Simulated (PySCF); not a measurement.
Level of theory: delta-SCF UKS SCAN, pcX-2 on the ionised atom, pcseg-1 elsewhere, spin-free X2C (PySCF). Geometries: GFN2-xTB; isolated species, one conformer each. Values against the vacuum level.

**Question.** Order these sites by rising C 1s binding energy.
A. C5 in `[SiH3:1][CH2:2][C:3]1=[CH:4][CH2:5]1`
B. C3 in `[SiH3:1][C@@H:2]1[CH:3]=[CH:4][CH2:5]1`
C. C2 in `[OH:1][CH2:2][c:3]1[cH:4][cH:5][n:6][n-:7]1`
D. C1 in `[CH3:1][O:2][c:3]1[cH:4][n:5][cH:6][n-:7]1`

**Answer.** C (287.67 eV), D (287.95 eV), B (290.17 eV), A (290.46 eV).

The highest is bonded to 2 C and 2 H, the lowest to O, C and 2 H in a species of charge -1; the range is 2.79 eV.

The basis sets have no added diffuse functions, a weakness for anions.

---

Theory: delta-SCF UKS SCAN, pcX-2 on the ionised atom, pcseg-1 elsewhere, spin-free X2C in PySCF. Geometries: PBE0-D3(BJ)/def2-SVP; isolated species, one conformer each. Values against the vacuum level.

Problem. Order these sites by rising C 1s binding energy.
A. C3 in `[CH3:1][O:2][C:3](=[O:4])[c:5]1[cH:6][cH:7][o:8][cH:9]1`
B. C2 in `[CH3:1][CH2:2][O:3][C:4]([F:5])([F:6])[F:7]`
C. Carbon in `C[Si](Cl)(Cl)[Si](C)(Cl)Cl`

Solution. C (290.91 eV), B (293.11 eV), A (294.39 eV).

The highest is bonded to O (double bond), O and C, the lowest to 3 H and Si; the range is 3.48 eV.
